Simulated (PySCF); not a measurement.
# Orbital energies and ionisation energy

Species: C₅H₁₄GeSi.
Structure used (PBE0-D3(BJ)/def2-SVP), in Å, numbered top down from 1:
```
atom  x, y, z in Å
Ge1    3.1732    0.7554   -0.8209
Si2    1.7040   -1.0108   -0.1896
C3    -0.1039   -0.5409   -0.4791
C4    -0.5734    0.7105    0.2742
C5    -2.1090    0.6463    0.2095
C6    -2.4624   -0.8433   -0.0103
C7    -1.1218   -1.5940   -0.0231
H8     4.6436    0.3966   -0.5305
H9     3.0466    1.0626   -2.3271
H10    2.8392    2.0481   -0.0492
H11    1.9117   -1.3128    1.2643
H12    2.0605   -2.2382   -0.9713
H13   -0.2326   -0.3714   -1.5652
H14   -0.2364    0.6551    1.3245
H15   -0.1647    1.6449   -0.1402
H16   -2.4788    1.2557   -0.6294
H17   -2.5706    1.0579    1.1196
H18   -3.1429   -1.2343    0.7610
H19   -2.9758   -0.9754   -0.9753
H20   -0.8678   -1.9318    0.9971
H21   -1.1341   -2.4896   -0.6627
```

Level: PBE0/def2-SVPD (PySCF). Frontier orbitals with their largest atomic shares (Löwdin; up to four atoms above 4 %):

| orbital | ε (eV) | main atoms |
| --- | --- | --- |
| HOMO−3 | -9.07 | Si2 21 %, Ge1 16 %, H11 13 %, H12 12 % |
| HOMO−2 | -8.89 | C5 18 %, C6 18 %, H19 10 %, H16 10 % |
| HOMO−1 | -8.45 | C3 24 %, Si2 23 %, H12 8 %, C4 8 % |
| HOMO | -7.79 | ? |
| LUMO | 0.28 | Ge1 40 %, Si2 12 %, H10 11 %, H8 9 % |
| LUMO+1 | 0.29 | Si2 22 %, Ge1 15 %, H11 6 %, H12 6 % |
| LUMO+2 | 0.72 | Ge1 33 %, Si2 25 %, H9 10 %, H10 9 % |

Problem. What vertical ionisation energy does ΔSCF give, and how far is −ε(HOMO) from it?

Solution. ΔSCF: 9.50 eV (917 kJ/mol; threshold wavelength 130 nm); ⟨S²⟩ of the doublet left behind is 0.755, against 0.75 for a pure doublet. −ε(HOMO) is 7.79 eV, 1.71 eV below it. For the exact functional −ε(HOMO) would equal the first vertical ionisation energy; PBE0 (global hybrid, 25 % exact exchange) falls short of its own ΔSCF value by 18 %. Holes in the HOMO−1 and HOMO−2 were tried too where these lie within 1.2 eV of the HOMO; the lowest converged state counts.

Problem. On which atoms does the HOMO lie?

Solution. Ge1 (germanium bonded to Si and 3 H) 30 %, Si2 (SiH2 silicon) 27 %, C3 (sp3 carbon bound to silicon) 11 %, C7 (ring CH2 carbon) 6 %, so no atom holds as much as 40 %. The HOMO−1 lies 0.66 eV lower.

Problem. Shift the occupied levels rigidly so that −ε(HOMO) equals the ΔSCF value. What binding energies result?

Solution. The shift is +1.71 eV: HOMO 9.50, HOMO−1 10.16, HOMO−2 10.60, HOMO−3 10.78 eV. A rigid shift is only a rough guide to the deeper ionisations.

Problem. With α = 121.4 au, estimate the like-pair dispersion coefficient by London's formula C6 = (3/4)α²I.

Solution. I = 0.3492 Eh, so C6 ≈ 3860 au, a rough estimate.

Problem. What total energies stand behind the ΔSCF value?

Solution. E(N) = -2564.34959 Eh and E(N − 1) = -2564.00043 Eh at the same geometry, 0.34916 Eh apart.

Problem. How many of the 10 lowest singlet excitations (vertical TDDFT, same level) lie below the ionisation energy?

Solution. All 10; they run from 6.98 to 8.07 eV.

One conformer (not necessarily the lowest) at the PBE0-D3(BJ)/def2-SVP geometry, without solvent, vibrations or thermal averaging. The calculation is non-relativistic, for germanium too.

The run behind these numbers computed excited states and ΔSCF ions as well. Time: 13 min of wall time (grids of density and orbitals included). Hardware: an Arm Neoverse N1 with one thread, shared host.
